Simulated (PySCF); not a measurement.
Molfile (atoms numbered from 1):
```
C5H6N2O3
     RDKit          3D

 16 16  0  0  0  0  0  0  0  0999 V2000
   -3.5616   -0.2949   -0.2470 C   0  0  0  0  0  0  0  0  0  0  0  0
   -2.2686    0.2914   -0.1529 O   0  0  0  0  0  0  0  0  0  0  0  0
   -1.2759   -0.5466    0.1163 C   0  0  0  0  0  0  0  0  0  0  0  0
   -1.3936   -1.7328    0.2816 O   0  0  0  0  0  0  0  0  0  0  0  0
    0.0160    0.1685    0.1895 C   0  0  0  0  0  0  0  0  0  0  0  0
    0.2441    1.4355    0.0265 N   0  0  0  0  0  0  0  0  0  0  0  0
    1.5582    1.6221    0.1846 N   0  0  0  0  0  0  0  0  0  0  0  0
    2.0866    0.4627    0.4390 C   0  0  0  0  0  0  0  0  0  0  0  0
    3.5083    0.1620    0.6896 C   0  0  0  0  0  0  0  0  0  0  0  0
    1.1554   -0.5082    0.4559 O   0  0  0  0  0  0  0  0  0  0  0  0
   -3.8285   -0.7760    0.6962 H   0  0  0  0  0  0  0  0  0  0  0  0
   -4.2449    0.5195   -0.4707 H   0  0  0  0  0  0  0  0  0  0  0  0
   -3.5804   -1.0445   -1.0409 H   0  0  0  0  0  0  0  0  0  0  0  0
    3.6243   -0.2881    1.6743 H   0  0  0  0  0  0  0  0  0  0  0  0
    3.8755   -0.5458   -0.0518 H   0  0  0  0  0  0  0  0  0  0  0  0
    4.0775    1.0841    0.6344 H   0  0  0  0  0  0  0  0  0  0  0  0
  1  2  1  0
  2  3  1  0
  3  4  2  0
  3  5  1  0
  5  6  2  0
  6  7  1  0
  7  8  2  0
  8  9  1  0
  8 10  1  0
 10  5  1  0
  1 11  1  0
  1 12  1  0
  1 13  1  0
  9 14  1  0
  9 15  1  0
  9 16  1  0
M  END
```

Theory: GIAO PBE0/pcSseg-1 shieldings, GFN2-xTB structure, in PySCF 2.14 (equivalent nuclei averaged, isolated molecule, single conformer, non-relativistic).

Predict the 2D correlation tables (HSQC, COSY, HMBC).

## Answers



HSQC (one-bond C–H):
```
                δH         δC
4.20 (H11/H12/H13)  54.8 (C1)
2.77 (H14/H15/H16)  13.8 (C9)
```

HMBC (two and three bonds, from the bond graph):
```
                δH          δC
4.20 (H11/H12/H13)  163.0 (C3)
2.77 (H14/H15/H16)  172.2 (C8)
```

No COSY cross peaks are expected.

Scale: 1H (31.72 ppm) and 13C (186.93 ppm) vs TMS (reference shieldings calculated alike).

Shifts are as computed. Against solution values, carbons near 30 ppm lie about +3 ppm off and those near 130 ppm about +5 ppm. Of 1211 compounds with measured shifts, 218 miss one by over three times the rms of a fit or turn the order of signals round; such compounds aren't used in these exercises.
